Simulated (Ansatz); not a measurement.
Frontier orbitals of `FC(F)(Cl)C(F)(F)Cl`.

Z-matrix (Å, degrees):
```
C
F 1 1.329
Cl 1 1.757 2 109.7
F 1 1.329 2 108.7 3 119.9
C 1 1.555 2 109.3 3 -120.9
Cl 5 1.757 1 110.2 2 -59.4
F 5 1.329 1 109.3 2 180.0
F 5 1.329 1 109.3 2 61.1
```

The species carries charge 0 and has multiplicity 1. The structure was optimised at the PBE0-D4/def2-TZVP level. It is one conformer, not always the lowest. Basis def2-TZVPP, Ansatz.

```
functional  HOMO (eV)  LUMO (eV)  gap (eV)
       PBE      -8.25      -1.69      6.56
    r2SCAN      -8.65      -1.50      7.15
      PBE0      -9.76      -0.60      9.16
     B3LYP      -9.50      -0.90      8.60
   r2SCANh      -9.20      -1.10      8.10
   ωB97M-V     -12.05       1.68     13.73
        HF     -13.30       3.76     17.06
```

(1) What is the vertical ionisation energy at frozen-core CCSD(T)/CBS(def2)? (Best estimate.)

## Answers

(1) Computed: 12.67 eV (T1 of the cation 0.039).

From PBE to PBE0 the HOMO moves by −1.51 eV and the LUMO by +1.09 eV, and with ωB97M-V by −3.81 and +3.37 eV, so the gap grows from 6.56 to 13.74 eV with exact exchange. A positive LUMO is unbound and depends on the basis. −ε(HOMO) differs from that ionisation energy by −4.42 eV with PBE and −0.62 eV with ωB97M-V.

B3LYP here is the variant with VWN-RPA as its local correlation; programs differ in this.
